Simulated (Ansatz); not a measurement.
Relaxation of C₂H₆FNOSi (12 atoms, charge 0, multiplicity 1), to a largest force component of 0.02 eV/Å in at most 40 steps.

Method: RKS PBE-D4/6-31G in Ansatz.

```xyz
12
Properties=species:S:1:pos:R:3
O 1.380 -1.149 1.612
C 0.391 -1.624 1.011
N -0.613 -0.938 0.326
C -0.537 0.513 0.289
F -1.907 0.837 0.037
Si 0.446 1.231 -1.062
H 0.275 -2.711 0.969
H -1.301 -1.420 -0.110
H -0.328 0.923 1.313
H 1.891 0.889 -0.875
H 0.026 0.684 -2.372
H 0.353 2.708 -1.104
```

Where does it end, and by what steps?

It converged. Limits of this set-up: no polarisation functions. After 14 steps the energy has fallen by 0.695 eV; O1 moved furthest, 1.24 Å.

```json
{"step": "0", "energy less start (eV)": "0.0000", "largest force component (eV/Å)": "5.178", "accepted": "yes"}
{"step": "1", "energy less start (eV)": "-0.4520", "largest force component (eV/Å)": "1.175", "accepted": "yes"}
{"step": "2", "energy less start (eV)": "-0.4410", "largest force component (eV/Å)": "1.236", "accepted": "no"}
{"step": "3", "energy less start (eV)": "-0.5368", "largest force component (eV/Å)": "0.381", "accepted": "yes"}
{"step": "4", "energy less start (eV)": "-0.5583", "largest force component (eV/Å)": "0.259", "accepted": "yes"}
{"step": "5", "energy less start (eV)": "-0.5840", "largest force component (eV/Å)": "0.276", "accepted": "yes"}
{"step": "6", "energy less start (eV)": "-0.6058", "largest force component (eV/Å)": "0.600", "accepted": "yes"}
{"step": "7", "energy less start (eV)": "-0.6234", "largest force component (eV/Å)": "0.802", "accepted": "yes"}
{"step": "8", "energy less start (eV)": "-0.6436", "largest force component (eV/Å)": "0.981", "accepted": "yes"}
{"step": "9", "energy less start (eV)": "-0.6789", "largest force component (eV/Å)": "0.186", "accepted": "yes"}
{"step": "10", "energy less start (eV)": "-0.6866", "largest force component (eV/Å)": "0.129", "accepted": "yes"}
{"step": "11", "energy less start (eV)": "-0.6900", "largest force component (eV/Å)": "0.129", "accepted": "yes"}
{"step": "12", "energy less start (eV)": "-0.6937", "largest force component (eV/Å)": "0.125", "accepted": "yes"}
{"step": "13", "energy less start (eV)": "-0.6929", "largest force component (eV/Å)": "0.196", "accepted": "no"}
{"step": "14", "energy less start (eV)": "-0.6951", "largest force component (eV/Å)": "0.019", "accepted": "yes"}
```

```xyz
12
Properties=species:S:1:pos:R:3
O 0.464 -1.327 2.426
C 0.107 -1.760 1.311
N -0.214 -0.957 0.222
C -0.280 0.470 0.313
F -1.682 0.911 0.469
Si 0.369 1.368 -1.285
H 0.040 -2.841 1.074
H -0.542 -1.413 -0.629
H 0.245 0.760 1.237
H 1.859 1.145 -1.432
H -0.350 0.748 -2.464
H 0.061 2.841 -1.207
```

Whether the end is a true minimum wasn't checked by a vibrational analysis.

Time of the run: 32 s on 1 thread of Intel(R) Xeon(R) 6975P-C (Granite Rapids), on a shared host, peak memory 0.2 GiB.
